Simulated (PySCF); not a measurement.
C7H10Ge, SMILES c1[c]([GeH3])cccc1C (GFN2-xTB optimised geometry):

```
18

C     -2.215    -1.893    -0.015
C     -1.440    -0.610     0.000
C     -2.104     0.611     0.000
C     -1.396     1.799     0.000
C     -0.013     1.781     0.000
C      0.674     0.573     0.000
Ge     2.624     0.554     0.007
C     -0.053    -0.610     0.000
H     -2.666    -2.046    -0.996
H     -1.570    -2.741     0.201
H     -3.018    -1.866     0.720
H     -3.185     0.628     0.000
H     -1.925     2.741     0.000
H      0.543     2.709    -0.001
H      3.179     1.159     1.258
H      3.139    -0.846    -0.094
H      3.185     1.347    -1.131
H      0.480    -1.553     0.000
```

Level of theory: B3LYP/def2-SVP (PySCF).

Task: What are the frontier orbital energies and the dipole moment?

Result: HOMO-2 -8.35 eV, HOMO-1 -7.03 eV, HOMO -6.77 eV, LUMO -0.52 eV, LUMO+1 -0.17 eV; dipole moment 1.11 D.

Meta-Löwdin charges at B3LYP/def2-SVP: C1 -0.29, C2 0.03, C3 -0.11, C4 -0.10, C5 -0.10, C6 -0.17, Ge7 0.37, C8 -0.11, H9 0.11, H10 0.10, H11 0.10, H12 0.10, H13 0.10, H14 0.09, H15 -0.07, H16 -0.07, H17 -0.07, H18 0.09.
